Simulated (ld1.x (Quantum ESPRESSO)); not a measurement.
## Cr (Z = 24), PAW: configuration errors across variants

- Element: Cr (Z = 24)
- Generator: ld1.x (Quantum ESPRESSO) 7.5
- Type: PAW
- Functional: LDA (PZ)
- Relativity: scalar-relativistic
- Frozen core: [Ne]
- Valence charge: 14
- Reference configuration: 3s2 3p6 3d4 4s0 4p0 (charge +2)
- Partial waves: 3s (bound): rcut 1.20, rcutus 1.45 bohr; 4s (bound, empty): rcut 1.20, rcutus 1.45 bohr; 3p (bound): rcut 1.70, rcutus 1.95 bohr; 4p (bound, empty): rcut 1.70, rcutus 1.95 bohr; 3d (bound): rcut 1.20, rcutus 1.30 bohr; 3d channel at -0.1 Ry: rcut 1.20, rcutus 1.30 bohr
- Local potential: all-electron potential smoothed inside 1.45 bohr (lloc = -1)
- Core correction: a·sin(br)/r model core inside 1.30 bohr
- Augmentation charge: GAUSS, radius 1.15 bohr

All-electron excitation energies from the reference (eV): (1) 3s2 3p6 3d5 4s1 4p0 -23.483; (2) 3s2 3p6 3d5 4s0 4p0 -16.343; (3) 3s2 3p6 3d3 4s0 4p0 31.026; (4) 3s2 3p6 3d2 4s0 4p0 79.655.

The overlap operator is not positive definite (basis up to 400 Ry) in “all radii but the core radius scaled by about 1.22 (s 1.78, p 2.38, d 1.58 bohr, rcut 1.46/2.08/1.46); local potential all-electron potential smoothed inside 1.78 bohr (lloc = -1); augmentation GAUSS, radius 1.40 bohr”, “local potential all-electron potential smoothed inside 1.50 bohr (lloc = -1)”. Such files are unfit for use, however small their errors in these radial tests.

2 further variants failed, have other tests or too few solved ones, and are left out.

Errors AE − PS in meV (a dash: test not solved or not reliable):

| change | (1) | (2) | (3) | (4) | bound ghosts |
| --- | --- | --- | --- | --- | --- |
| base | +0.5 | -0.9 | -5.7 | -41 | none |
| waves 3d (bound): rcut 1.10, rcutus 1.16 bohr; 3d channel at -0.1 Ry: rcut 1.10, rcutus 1.16 bohr | +0.5 | -0.7 | -4.9 | -38 | none |
| all radii but the core radius scaled by about 1.22 (s 1.78, p 2.38, d 1.58 bohr, rcut 1.46/2.08/1.46); local potential all-electron potential smoothed inside 1.78 bohr (lloc = -1); augmentation GAUSS, radius 1.40 bohr | +38 | -1.6 | -16 | – | not determined (overlap not positive) |
| wave 3d channel at -0.1 Ry: rcut 1.20, rcutus 1.30 bohr becomes 3d channel at -0.61 Ry: rcut 1.20, rcutus 1.30 bohr | +0.5 | -0.9 | -6.0 | -44 | none |
| waves 3p (bound): rcut 1.50, rcutus 1.60 bohr; 4p (bound): rcut 1.50, rcutus 1.60 bohr | +0.4 | -0.3 | -2.1 | -15 | none |
| local potential all-electron potential smoothed inside 1.50 bohr (lloc = -1) | +0.4 | -0.9 | -5.9 | -42 | not determined (overlap not positive) |

**Question.** Give the same row for: waves 3s (bound): rcut 1.16, rcutus 1.22 bohr; 4s (bound): rcut 1.16, rcutus 1.22 bohr.

**Answer.** +1.3, -0.8, -5.8, -38; bound ghosts: none. Not counted: 3s2 3p6 3d5 4s0 4p1 (solver errors, printed error -2189 eV).
